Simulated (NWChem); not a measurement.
# C3H10Si; SMILES CC[SiH2]C

```xyz
14

C     -0.0607     2.2989     0.0000
C      0.6460     0.9456     0.0000
Si    -0.5125    -0.5472     0.0000
C      0.4445    -2.1674     0.0000
H      0.6560     3.1357     0.0000
H     -0.7041     2.4202    -0.8862
H     -0.7041     2.4202     0.8862
H      1.3080     0.8563     0.8799
H      1.3080     0.8563    -0.8799
H     -1.4011    -0.4846    -1.2074
H     -1.4011    -0.4846     1.2074
H      1.0871    -2.2460     0.8909
H     -0.2401    -3.0295     0.0000
H      1.0871    -2.2460    -0.8909
```
Atoms are numbered in this order, from 1.

Results from NWChem. Pople sets run with spherical d functions. Structure relaxed at the PBE0/def2-SVP level. Not confirmed as a minimum by frequencies.

Problem. Order these runs by computing time, cheapest first, and give rough ratios: B3LYP/6-31G*; B3LYP/STO-3G; B3LYP/6-311++G**.

Solution. B3LYP/STO-3G (1), B3LYP/6-31G* (3), B3LYP/6-311++G** (10). Ratios are rough, from one shared machine; the cheapest took very roughly 4 core-seconds. What differs between the cheapest and the dearest: highest occupied level (eV) -6.44 → -8.05; orbital gap (eV) 14.36 → 7.81; dipole (D) 0.29 → 0.80.
